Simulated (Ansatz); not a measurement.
AsH4NS (`N[AsH]S`). The species carries charge 0 and has multiplicity 1. The structure was optimised at the PBE0-D4/def2-TZVP level. It is one conformer, not always the lowest.

```xyz
7

N     0.743   -0.442    0.884
As   -0.321    0.859    0.140
S    -0.686   -0.002   -1.899
H     1.314   -0.092    1.640
H     0.305   -1.316    1.134
H    -1.697    0.347    0.573
H     0.341    0.645   -2.471
```

(1) What is the dipole moment at ωB97M-V/def2-TZVPP? (Best estimate.)

(2) And with PBE, r2SCAN, B3LYP? (Estimate.)

(3) Give the Mulliken charges with ωB97M-V, PBE, r2SCAN in def2-TZVPP. (An estimate is asked.)

Answers

(1) Computed: 1.95 D, with components (0.47, 0.19, 1.88) D in this frame, pointing from negative to positive charge.

(2) Computed: PBE 1.91 D, r2SCAN 1.94 D, B3LYP 1.93 D.

(3) Ansatz gave: 
```json
{"atom": "N1", "ωB97M-V": "-0.36", "PBE": "-0.38", "r2SCAN": "-0.42"}
{"atom": "As2", "ωB97M-V": "0.26", "PBE": "0.26", "r2SCAN": "0.31"}
{"atom": "S3", "ωB97M-V": "-0.27", "PBE": "-0.28", "r2SCAN": "-0.29"}
{"atom": "H4", "ωB97M-V": "0.12", "PBE": "0.15", "r2SCAN": "0.16"}
{"atom": "H5", "ωB97M-V": "0.12", "PBE": "0.16", "r2SCAN": "0.16"}
{"atom": "H6", "ωB97M-V": "0.01", "PBE": "-0.02", "r2SCAN": "-0.03"}
{"atom": "H7", "ωB97M-V": "0.12", "PBE": "0.12", "r2SCAN": "0.11"}
```

B3LYP here is the variant with VWN-RPA as its local correlation; programs differ in this.
